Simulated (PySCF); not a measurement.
Species: SiCl2(SeBu)2, C8H18Cl2Se2Si.
Geometry (PBE0-D3(BJ)/def2-SVP, Å), atoms numbered from 1 in this order:
```xyz
31
C8H18Cl2Se2Si angstrom
C     -5.6436    0.5373   -0.1890
C     -4.2063    0.6662    0.2895
C     -3.4336   -0.6446    0.1980
C     -2.0017   -0.5052    0.6775
Se    -0.9879   -2.1952    0.6284
Si    -0.2309   -2.0050   -1.4857
Cl    -1.7334   -1.9891   -2.9059
Cl     0.9187   -3.6961   -1.7704
Se     0.9326   -0.1190   -1.8829
C      2.3314   -0.4574   -0.5354
C      3.3170    0.6956   -0.4992
C      4.4347    0.4652    0.5120
C      5.4357    1.6084    0.5605
H     -6.1826    1.4938   -0.1155
H     -6.1978   -0.2047    0.4079
H     -5.6852    0.2104   -1.2402
H     -3.6836    1.4369   -0.3040
H     -4.1913    1.0285    1.3328
H     -3.9452   -1.4221    0.7909
H     -3.4371   -1.0053   -0.8434
H     -1.4346    0.2348    0.0906
H     -1.9542   -0.1918    1.7316
H      1.8328   -0.5983    0.4347
H      2.8271   -1.4001   -0.8099
H      3.7536    0.8426   -1.5025
H      2.7843    1.6314   -0.2556
H      3.9926    0.3118    1.5119
H      4.9556   -0.4766    0.2661
H      5.9165    1.7599   -0.4191
H      6.2315    1.4167    1.2957
H      4.9470    2.5561    0.8373
```

Computed with PySCF, PBE0-D3(BJ)/def2-SVP geometry optimisation, gas phase.

Masses are those of the commonest isotopes; rigid-rotor values at the optimised geometry. The values belong to one conformer with, in the numbering `[CH3:1][CH2:2][CH2:3][CH2:4][Se:5][Si:6]([Cl:7])([Cl:8])[Se:9][CH2:10][CH2:11][CH2:12][CH3:13]`, C1–C2–C3–C4 180°, C2–C3–C4–Se5 178°, C3–C4–Se5–Si6 89°, C4–Se5–Si6–Cl7 -63°, Se5–Si6–Se9–C10 60°.

Problem. What are A, B and C (GHz)?

Solution. Ia = 1300.38, Ib = 2760.46, Ic = 3047.15 u·Å²; 505379 MHz·u·Å²/I gives 388.6, 183.1 and 165.9 MHz, that is A = 0.3886, B = 0.1831, C = 0.1659 GHz.

Problem. Classify the top.

Solution. An asymmetric top. Ray's parameter κ = (2B − A − C)/(A − C) = -0.845; −1 is the prolate and +1 the oblate limit.

Problem. Is it planar, by Δ = Ic − Ia − Ib?

Solution. Not planar: Δ = Ic − Ia − Ib = -1013.68 u·Å². For a rigid frame Δ = −2 Σ m c², so Σ m c² = 506.84 u·Å² lies off the ab plane: 20.02 from hydrogen and 486.82 from heavier atoms. The atom farthest from that plane is 1.77 Å away.

Problem. List the rotational levels J(Ka,Kc) to J = 3 (K).

Solution. Above 0(0,0), as E/k:
J = 1: 1(0,1) 0.017, 1(1,1) 0.027, 1(1,0) 0.027
J = 2: 2(0,2) 0.050, 2(1,2) 0.059, 2(1,1) 0.062, 2(2,1) 0.091, 2(2,0) 0.091
J = 3: 3(0,3) 0.100, 3(1,3) 0.108, 3(1,2) 0.113, 3(2,2) 0.142, 3(2,1) 0.142, 3(3,1) 0.193, 3(3,0) 0.193
Those of J = 1 are B + C, A + C and A + B.

Problem. Which types of transition are allowed, and where do some lines up to J = 2 fall?

Solution. The dipole components are |μa| = 0.91 D, |μb| = 2.77 D, |μc| = 0.61 D. The squared components, which scale the intensities, stand as 0.11 : 1.00 : 0.05 (a : b : c). Some of the stronger lines:

```tsv
type	branch	J(Ka,Kc)	MHz	lower level (cm⁻¹)
a	R	1(0,1) ← 0(0,0)	349	0.000
b	R	2(0,2) ← 1(1,1)	491	0.018
b	R	1(1,1) ← 0(0,0)	554	0.000
c	R	1(1,0) ← 0(0,0)	572	0.000
c	Q	2(2,1) ← 2(1,1)	617	0.043
b	Q	2(2,0) ← 2(1,1)	618	0.043
b	Q	2(2,1) ← 2(1,2)	668	0.041
a	R	2(1,2) ← 1(1,1)	681	0.018
a	R	2(0,2) ← 1(0,1)	697	0.012
a	R	2(1,1) ← 1(1,0)	715	0.019
b	R	2(1,2) ← 1(0,1)	886	0.012
c	R	2(1,1) ← 1(0,1)	938	0.012
b	R	2(2,1) ← 1(1,0)	1332	0.019
c	R	2(2,0) ← 1(1,0)	1333	0.019
c	R	2(2,1) ← 1(1,1)	1349	0.018
b	R	2(2,0) ← 1(1,1)	1350	0.018
```

Not checked by PBE0-D3(BJ)/def2-SVP frequencies. These are rigid-rotor constants of the computed structure; measured ground-state constants (B0) also hold zero-point vibration. A rigid rotor knows nothing of internal rotation, which can split or shift real lines. Quadrupole hyperfine structure (35Cl) is left out.
